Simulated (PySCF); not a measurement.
Gas-phase reaction: 2 InCl + InBr₃ → 3 InBr + Cl₂

Computed with PySCF (xtb for GFN2) and rigid-rotor harmonic-oscillator thermochemistry at 1 bar. † marks an energy on the PBE0/def2-TZVP geometry and frequencies; other levels use their own. MP2 freezes the core. All species are closed-shell singlets. In: scalar-relativistic def2 core potential, no spin-orbit coupling. Br: all electrons, no relativistic terms. MP2 isn't extrapolated to the basis-set limit.

MP2/def2-TZVPP† gives ΔH°(298 K) = 323 kJ.

Q: What do PBE0/def2-QZVP†, GFN2-xTB, ωB97M-V/def2-TZVP† give?

A: PBE0/def2-QZVP†: 297 kJ; GFN2-xTB: 176 kJ; ωB97M-V/def2-TZVP†: 310 kJ. For scale, ΔH°(298 K) is 323 kJ at this level, 310 kJ at ωB97M-V/def2-TZVP†, and runs from 176 to 353 kJ over the 18 levels computed.
